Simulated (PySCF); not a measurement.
# Partial charges of `C=Cc1cnccc1C`

Species: C8H9N.
Geometry (GFN2-xTB, Å), atoms numbered from 1 in this order:
```
atom  x, y, z in Å
C1     2.7877    0.4487   -0.2240
C2     1.5138    0.7411   -0.4486
C3     0.4012   -0.1772   -0.2200
C4     0.5587   -1.5527   -0.4014
N5    -0.3964   -2.4431   -0.2202
C6    -1.5868   -2.0036    0.1521
C7    -1.8694   -0.6621    0.3482
C8    -0.8682    0.2822    0.1631
C9    -1.1415    1.7371    0.3834
H10    3.5729    1.1582   -0.4214
H11    3.0931   -0.5006    0.1824
H12    1.2491    1.7204   -0.8255
H13    1.5091   -1.9524   -0.7300
H14   -2.3445   -2.7624    0.2965
H15   -2.8606   -0.3548    0.6479
H16   -1.0506    2.2864   -0.5540
H17   -0.4289    2.1593    1.0904
H18   -2.1476    1.8819    0.7695
```

Density: PBE0/pcSseg-1 (PySCF); schemes: Mulliken, IAO, Hirshfeld and ESP-fitted. One conformer (not necessarily the lowest) at the GFN2-xTB geometry, without solvent, vibrations or thermal averaging.

Question: Atoms with like bonding are taken together and averaged. For which atoms does the sign change between the 4 schemes (beyond +0.03 e in one, beyond −0.03 e in another)?

Answer: C8.

Question: Which atoms carry the highest charge in the Mulliken, IAO, Hirshfeld and ESP-fitted schemes?

Answer: The schemes don't all agree: Mulliken C4 (+0.248); IAO H10 (+0.156); Hirshfeld H15 (+0.051); ESP-fitted C8 (+0.722).

Question: At which atom do the 4 schemes differ most?

Answer: At C8: from -0.178 (Mulliken) to +0.722 e (ESP-fitted), 0.900 e apart.

Question: Give the atomic charges in each scheme.

Answer: In e; atoms taken as equivalent share a row and are averaged (×n: the atom named and its like, n in all):

```csv
atom,environment,Mulliken,IAO,Hirshfeld,ESP-fitted
C1,terminal =CH2 carbon,-0.118,-0.305,-0.092,-0.371
C2,alkene CH carbon,-0.161,-0.144,-0.043,-0.144
C3,substituted aromatic carbon,-0.303,-0.044,-0.011,-0.428
C4,aromatic CH next to a ring nitrogen,+0.248,-0.009,+0.015,+0.515
N5,pyridine-type nitrogen,-0.417,-0.281,-0.169,-0.739
C6,aromatic CH next to a ring nitrogen,+0.181,-0.012,+0.012,+0.535
C7,aromatic CH carbon,-0.163,-0.193,-0.061,-0.800
C8,substituted aromatic carbon,-0.178,+0.041,+0.023,+0.722
C9,benzylic-type carbon,-0.114,-0.430,-0.113,-0.646
H10,vinylic hydrogen,+0.119,+0.156,+0.050,+0.169
H11,vinylic hydrogen,+0.124,+0.150,+0.048,+0.180
H12,vinylic hydrogen,+0.106,+0.147,+0.047,+0.169
H13,aromatic hydrogen,+0.091,+0.152,+0.046,+0.039
H14,aromatic hydrogen,+0.099,+0.155,+0.050,+0.037
H15,aromatic hydrogen,+0.077,+0.152,+0.051,+0.247
H16/H17/H18,methyl hydrogen,+0.136,+0.155,+0.050,+0.172
```

Mean size of the charges over all atoms: ESP-fitted 0.348 e, Mulliken 0.162 e, IAO 0.157 e, Hirshfeld 0.054 e. Each set sums to the total charge, 0, to within 0.001 e. The Mulliken scheme gives each basis function's population to the atom it is centred on and halves the overlap population of two atoms between them.

Question: Sum the charges by element, for elements with more than one atom.

Answer: 
| element | atoms | Mulliken | IAO | Hirshfeld | ESP-fitted |
| --- | --- | --- | --- | --- | --- |
| C | 8 | -0.609 | -1.095 | -0.271 | -0.618 |
| H | 9 | +1.026 | +1.377 | +0.441 | +1.357 |

Question: How many electrons does the Hirshfeld scheme count on C7?

Answer: Z − q = 6 − (-0.061) = 6.061.
